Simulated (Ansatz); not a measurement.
The lowest singlet and triplet of C4H6 (SMILES C=CC=C); geometries from B3LYP-D3(BJ)/def2-TZVP, each state relaxed from the structure named, with no frequency check.
Singlet at the triplet's geometry (charge 0, multiplicity 1):
```xyz
10

C      1.3575     1.1853     0.6519
C      0.4721     0.0518     0.4810
C     -0.4721    -0.0518    -0.4810
C     -1.3575    -1.1853    -0.6519
H      1.2983     2.0357    -0.0133
H      2.0911     1.2037     1.4432
H      0.5838    -0.7696     1.1833
H     -0.5838     0.7696    -1.1833
H     -2.0911    -1.2037    -1.4432
H     -1.2983    -2.0357     0.0133
```

A positive gap puts the triplet lower; no zero-point energy. R- takes a restricted singlet. U- takes an unrestricted singlet (broken symmetry where lower, unprojected). The triplet is unrestricted in single-reference levels. Active spaces average the two states.

Correlated levels freeze the cores.

Codes used: Ansatz (Gaussian orbitals). 

| level | gap E(singlet) − E(triplet), vertical, at the triplet's geometry (eV) |
|---|---|
| U-PBE0/def2-TZVPP | -1.731 |
| U-wB97X-V/def2-TZVPP | -1.801 |
| R-MP2/cc-pVTZ | -2.328 |
| R-SCS-MP2/cc-pVDZ | -2.286 |
| R-SCS-MP2/cc-pVTZ | -2.342 |
| R-CCSD/cc-pVDZ | … |
| SC-NEVPT2 on SA-CASSCF(4,4)/cc-pVTZ | … |
| FIC-NEVPT4(SD) on SA-CASSCF(4,4)/cc-pVDZ | -2.047 |
| FIC-MRCISD+Q on SA-CASSCF(4,4)/cc-pVDZ | -2.037 |

Q: Fill in the missing entries.

A: 
- R-CCSD/cc-pVDZ, gap E(singlet) − E(triplet), vertical, at the triplet's geometry (eV): -1.892
- SC-NEVPT2 on SA-CASSCF(4,4)/cc-pVTZ, gap E(singlet) − E(triplet), vertical, at the triplet's geometry (eV): -2.128

Doubts at one or more of the structures used: a restricted determinant that unrestricted orbitals would lower (R-MP2/cc-pVTZ, R-SCS-MP2/cc-pVDZ, R-SCS-MP2/cc-pVTZ, R-CCSD/cc-pVDZ).

Ansatz is a program for electronic structure.
